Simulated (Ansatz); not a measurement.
Two structures of SiH2OF2, closed shell, reached by relaxing down either side of one saddle point (PBE0-D4/def2-TZVP). Energies are electronic, without zero-point energy. Program: Ansatz 0.2.0. Basis: def2-TZVPP and def2-QZVPP. Cores are frozen in the correlated methods. Extrapolation: Hartree–Fock as exp(−7.88 √X), correlation as X^−2.97. First:

```xyz
6
angstrom
Si -0.1418 0.1260 -0.3372
O 0.8756 -0.6945 0.6097
H 0.2454 -0.0874 -1.7314
F -1.6387 -0.3391 -0.1088
F -0.1217 1.6726 0.0044
H 0.7813 -0.6776 1.5633
```

Second:

```
6
angstrom
Si -0.6815 0.8343 -0.7629
O 0.9461 -0.4987 -0.2307
H 0.5091 -1.3317 -0.0086
F -1.6544 -0.3891 -0.2888
F -0.4047 1.5265 0.6904
H 1.2855 -0.1411 0.6007
```

(1) Which bonds change from the first to the second?

(2) Give the saddle point's structure and its height above each. (Judge from chemistry; the value comes from the calculation.)

No T1 diagnostic of these runs exceeds 0.015. The restricted Hartree–Fock reference is unstable towards an unrestricted one at one or more of these structures.

Results:

(1) SiH₂OF₂ ([OH][SiH]([F])[F]) → SiF₂ + H₂O; bonds formed: O2–H3; bonds broken: Si1–O2, Si1–H3.

(2) By the calculation: 3.685 eV above the first and 1.347 eV above the second (CCSD(T) at an estimated basis limit (MP2 extrapolated from triple and quadruple zeta, plus CCSD(T) − MP2 in triple zeta)).
```xyz
6
angstrom
Si -0.4113 0.4162 -0.5458
O 0.9340 -0.4045 0.3559
H 0.8064 -0.6160 -0.8942
F -1.6923 -0.1707 0.2156
F -0.3299 1.9289 -0.0554
H 0.6931 -1.1538 0.9238
```

Losses and insertions of silylenes and their heavier kin drive the gas-phase chemistry of silicon and germanium vapour deposition.

Labels in which every atom is bracketed show which atoms are joined, not bond orders.

For scale, one of the runs: CCSD(T)/def2-TZVPP, 163 basis functions, launched by `ansatz run in.yaml --threads 2 --pin off --events-out ev --progress --plain --max-ram 4352MiB`. Time: 28 s of wall clock on 2 CPU threads of an Intel Xeon Platinum 8259CL; the host was shared. Peak host memory: 1.4 GiB.
